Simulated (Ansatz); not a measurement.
Stepwise reaction of `[O]=[Nb]([OH])([Cl])[Cl]` with water, as a gas-phase model of exchange steps in deposition or etching. ΔE in kJ/mol; ΔG adds harmonic PBE0-D4 terms to CCSD(T)/CBS, at 1 bar.

Program: Ansatz. Geometries: PBE0-D4/def2-TZVP. ΔE: electronic, gas phase. CCSD(T)/CBS is the MP2 limit (def2-TZVPP, def2-QZVPP) plus CCSD(T) − MP2 in def2-TZVPP, frozen cores. This one scheme is used for every species. DFT in def2-TZVPP. B3LYP here is the variant with VWN-RPA as its local correlation; programs differ in this. Elements past krypton have def2 core potentials. For Nb outer-core shells are correlated without core-valence functions, which leaves a few kJ/mol of doubt a bond. Each species was taken in one conformer, which may not be the lowest.

| step | reaction | PBE-D4 | B3LYP-D4 | ωB97M-V | CCSD(T)/CBS | ΔG(400 K) |
| --- | --- | --- | --- | --- | --- | --- |
| 1 | `[O]=[Nb]([OH])([Cl])[Cl]` + H₂O → `[O]=[Nb]([OH])([OH])[Cl]` + HCl | 23.8 | 21.7 | 20.1 | 27.4 | 21.5 |
| 2 | `[O]=[Nb]([OH])([OH])[Cl]` + H₂O → `[O]=[Nb]([OH])([OH])[OH]` + HCl | 32.9 | 30.7 | 29.8 | 36.1 | 32.8 |

(1) By hand: ΔE of the 2 steps together at CCSD(T)/CBS.

Results:

(1) (27.4) + (36.1) = 63.5 kJ/mol, or 31.8 kJ/mol a step.

In ΔE each step is higher than the one before. All are uphill at CCSD(T)/CBS. ΔG lies between 21.5 and 32.8 kJ/mol a step. PBE-D4 differs from CCSD(T)/CBS by -3.6 to -3.2 kJ/mol a step. Isolated molecules leave out the surface, adducts and barriers. Largest T1 diagnostic: 0.022.
